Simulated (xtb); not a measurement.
xtb input (GFN2-xTB):

```bash
xtb mol.xyz --gfn 2 --sp --chrg -1 --uhf 0
```
mol.xyz:
```
16

Ge     0.62336813     1.08019113     0.18983970
C     -0.39291352    -0.74283439    -0.11213957
C     -0.62987351    -1.38702285     1.25183909
C      0.50266225    -1.65389991    -0.94848295
C     -1.73107671    -0.56676017    -0.82226645
H      0.36974257     1.59372065    -1.33197103
H     -0.69937607     1.84565374     0.74514246
H     -1.11289486    -2.37558052     1.15654445
H      0.31013044    -1.52742380     1.79375669
H     -1.27678294    -0.76231171     1.87464685
H      1.47569394    -1.80208370    -0.47073257
H      0.68560082    -1.22473879    -1.93792700
H      0.04652684    -2.64879313    -1.09601234
H     -1.59624886    -0.10678876    -1.80361231
H     -2.39665469     0.08182335    -0.24856155
H     -2.24630831    -1.53648944    -0.96984472
```

Output:

```
           -------------------------------------------------
          |                Calculation Setup                |
           -------------------------------------------------

           -------------------------------------------------
          |                 G F N 2 - x T B                 |
           -------------------------------------------------

        Reference                      10.1021/acs.jctc.8b01176
      * Hamiltonian:
        H0-scaling (s, p, d)           1.850000    2.230000    2.230000
        zeta-weighting                 0.500000
      * Dispersion:
        s8                             2.700000
        a1                             0.520000
        a2                             5.000000
        s9                             5.000000
      * Repulsion:
        kExp                           1.500000    1.000000
        rExp                           1.000000
      * Coulomb:
        alpha                          2.000000
        third order                    shell-resolved
        anisotropic                    true
        a3                             3.000000
        a5                             4.000000
        cn-shift                       1.200000
        cn-exp                         4.000000
        max-rad                        5.000000

          ...................................................
          :                      SETUP                      :
          :.................................................:
          :  # basis functions                  37          :
          :  # atomic orbitals                  36          :
          :  # shells                           22          :
          :  # electrons                        32          :
          :  max. iterations                   250          :
          :  Hamiltonian                  GFN2-xTB          :
          :  restarted?                      false          :
          :  GBSA solvation                  false          :
          :  PC potential                    false          :
          :  electronic temp.          300.0000000     K    :
          :  accuracy                    1.0000000          :
          :  -> integral cutoff          0.2500000E+02      :
          :  -> integral neglect         0.1000000E-07      :
          :  -> SCF convergence          0.1000000E-05 Eh   :
          :  -> wf. convergence          0.1000000E-03 e    :
          :  Broyden damping             0.4000000          :
          :  net charge                         -1          :
          :  unpaired electrons                  0          :
          ...................................................

 iter      E             dE          RMSdq      gap      omega  full diag
   1    -16.2958613 -0.162959E+02  0.459E+00    4.77       0.0  T
   2    -16.4259494 -0.130088E+00  0.836E+00    5.73       1.0  T
   3    -16.4382365 -0.122872E-01  0.776E+00    5.71       1.0  T
   4    -16.4586948 -0.204582E-01  0.343E+00    5.62       1.0  T
   5    -16.4728201 -0.141254E-01  0.419E-01    5.50       1.0  T
   6    -16.4729885 -0.168405E-03  0.956E-02    5.49       1.0  T
   7    -16.4730015 -0.129845E-04  0.175E-02    5.49       1.4  T
   8    -16.4730016 -0.918977E-07  0.415E-03    5.49       6.0  T
   9    -16.4730016  0.321631E-08  0.388E-03    5.49       6.4  T
  10    -16.4730016 -0.160576E-07  0.559E-04    5.49      44.7  T
  11    -16.4730016  0.110546E-09  0.301E-04    5.49      83.2  T

   *** convergence criteria satisfied after 11 iterations ***

         #    Occupation            Energy/Eh            Energy/eV
      -------------------------------------------------------------
         1        2.0000           -0.4405649             -11.9884
       ...           ...                  ...                  ...
        10        2.0000           -0.2993314              -8.1452
        11        2.0000           -0.2877639              -7.8305
        12        2.0000           -0.2552588              -6.9459
        13        2.0000           -0.2543134              -6.9202
        14        2.0000           -0.1885742              -5.1314
        15        2.0000           -0.1714841              -4.6663
        16        2.0000           -0.1278759              -3.4797 (HOMO)
        17                          0.0737496               2.0068 (LUMO)
        18                          0.0865034               2.3539
        19                          0.2277519               6.1974
        20                          0.2674091               7.2766
        21                          0.2723363               7.4106
       ...                                ...                  ...
        36                          1.1345337              30.8722
      -------------------------------------------------------------
                  HL-Gap            0.2016255 Eh            5.4865 eV
             Fermi-level           -0.0270632 Eh           -0.7364 eV

 SCC (total)                   0 d,  0 h,  0 min,  0.007 sec
 SCC setup                      ...        0 min,  0.000 sec (  1.559%)
 Dispersion                     ...        0 min,  0.000 sec (  0.964%)
 classical contributions        ...        0 min,  0.000 sec (  0.443%)
 integral evaluation            ...        0 min,  0.001 sec ( 14.239%)
 iterations                     ...        0 min,  0.004 sec ( 49.683%)
 molecular gradient             ...        0 min,  0.002 sec ( 31.215%)
 printout                       ...        0 min,  0.000 sec (  1.748%)

         :::::::::::::::::::::::::::::::::::::::::::::::::::::
         ::                     SUMMARY                     ::
         :::::::::::::::::::::::::::::::::::::::::::::::::::::
         :: total energy             -16.280884050034 Eh    ::
         :: gradient norm              0.022383605066 Eh/a0 ::
         :: HOMO-LUMO gap              5.486509474810 eV    ::
         ::.................................................::
         :: SCC energy               -16.472973170394 Eh    ::
         :: -> isotropic ES            0.109358296947 Eh    ::
         :: -> anisotropic ES          0.011725104364 Eh    ::
         :: -> anisotropic XC          0.008414434533 Eh    ::
         :: -> dispersion             -0.014193050854 Eh    ::
         :: repulsion energy           0.192089120359 Eh    ::
         :: add. restraining           0.000000000000 Eh    ::
         :: total charge              -1.000000000000 e     ::
         :::::::::::::::::::::::::::::::::::::::::::::::::::::

           -------------------------------------------------
          |                Property Printout                |
           -------------------------------------------------

    * Orbital Energies and Occupations

         #    Occupation            Energy/Eh            Energy/eV
      -------------------------------------------------------------
         1        2.0000           -0.4405649             -11.9884
       ...           ...                  ...                  ...
         4        2.0000           -0.3689649             -10.0400
         5        2.0000           -0.3435633              -9.3488
         6        2.0000           -0.3273103              -8.9066
         7        2.0000           -0.3237529              -8.8098
         8        2.0000           -0.3181695              -8.6578
         9        2.0000           -0.3060299              -8.3275
        10        2.0000           -0.2993314              -8.1452
        11        2.0000           -0.2877639              -7.8305
        12        2.0000           -0.2552588              -6.9459
        13        2.0000           -0.2543134              -6.9202
        14        2.0000           -0.1885742              -5.1314
        15        2.0000           -0.1714841              -4.6663
        16        2.0000           -0.1278759              -3.4797 (HOMO)
        17                          0.0737496               2.0068 (LUMO)
        18                          0.0865034               2.3539
        19                          0.2277519               6.1974
        20                          0.2674091               7.2766
        21                          0.2723363               7.4106
        22                          0.2825712               7.6892
        23                          0.2895595               7.8793
        24                          0.2903434               7.9006
        25                          0.2991331               8.1398
        26                          0.3323753               9.0444
        27                          0.3598802               9.7928
       ...                                ...                  ...
        36                          1.1345337              30.8722
      -------------------------------------------------------------
                  HL-Gap            0.2016255 Eh            5.4865 eV
             Fermi-level           -0.0270632 Eh           -0.7364 eV

     #   Z          covCN         q      C6AA      α(0)
     1  32 Ge       2.633     0.021   222.234    29.110
     2   6 C        3.767    -0.084    22.147     6.707
     3   6 C        3.767    -0.062    21.728     6.643
     4   6 C        3.767    -0.062    21.728     6.643
     5   6 C        3.760    -0.056    21.631     6.630
     6   1 H        0.881    -0.283    19.895     6.982
     7   1 H        0.881    -0.283    19.895     6.982
     8   1 H        0.923    -0.038     3.807     3.051
     9   1 H        0.924    -0.019     3.406     2.886
    10   1 H        0.924    -0.010     3.236     2.813
    11   1 H        0.924    -0.019     3.406     2.886
    12   1 H        0.924    -0.010     3.236     2.813
    13   1 H        0.923    -0.038     3.807     3.051
    14   1 H        0.924    -0.005     3.153     2.777
    15   1 H        0.924    -0.005     3.153     2.777
    16   1 H        0.922    -0.047     4.018     3.135

 Mol. C6AA /au·bohr⁶  :       3467.428484
 Mol. C8AA /au·bohr⁸  :     108936.562322
 Mol. α(0) /au        :         95.889238

Wiberg/Mayer (AO) data.
largest (>0.10) Wiberg bond orders for each atom

 ---------------------------------------------------------------------------
     #   Z sym  total        # sym  WBO       # sym  WBO       # sym  WBO
 ---------------------------------------------------------------------------
     1  32 Ge   2.521 --     7 H    0.902     6 H    0.902     2 C    0.775
     2   6 C    3.851 --     5 C    1.020     4 C    1.018     3 C    1.018
                             1 Ge   0.775
     3   6 C    3.987 --     2 C    1.018    10 H    0.994     9 H    0.993
                             8 H    0.978
     4   6 C    3.987 --     2 C    1.018    12 H    0.994    11 H    0.993
                            13 H    0.978
     5   6 C    3.989 --     2 C    1.020    15 H    0.992    14 H    0.992
                            16 H    0.976
     6   1 H    0.920 --     1 Ge   0.902
     7   1 H    0.920 --     1 Ge   0.902
     8   1 H    0.999 --     3 C    0.978
     9   1 H    1.000 --     3 C    0.993
    10   1 H    1.000 --     3 C    0.994
    11   1 H    1.000 --     4 C    0.993
    12   1 H    1.000 --     4 C    0.994
    13   1 H    0.999 --     4 C    0.978
    14   1 H    1.000 --     5 C    0.992
    15   1 H    1.000 --     5 C    0.992
    16   1 H    0.998 --     5 C    0.976
 ---------------------------------------------------------------------------

Topologies differ in total number of bonds
Writing topology from bond orders to xtbtopo.mol

molecular dipole:
                 x           y           z       tot (Debye)
 q only:        0.726      -0.611       0.448
   full:       -0.159      -1.549       0.106       3.967
molecular quadrupole (traceless):
                xx          xy          yy          xz          yz          zz
Note: The following floating-point exceptions are signalling: IEEE_UNDERFLOW_FLAG IEEE_DENORMAL
normal termination of xtb
 q only:        4.120      -0.370      -6.297       1.357       0.764       2.177
  q+dip:        3.591      -3.513      -7.545       0.363      -0.443       3.954
   full:        2.466      -2.456      -5.749      -0.153      -0.162       3.283

           -------------------------------------------------
          | TOTAL ENERGY              -16.280884050034 Eh   |
          | GRADIENT NORM               0.022383605066 Eh/α |
          | HOMO-LUMO GAP               5.486509474810 eV   |
           -------------------------------------------------

------------------------------------------------------------------------
------------------------------------------------------------------------
 total:
 SCF:
```

It need not be the lowest isomer of its formula. Whether it binds its extra electron was not tested at this geometry.
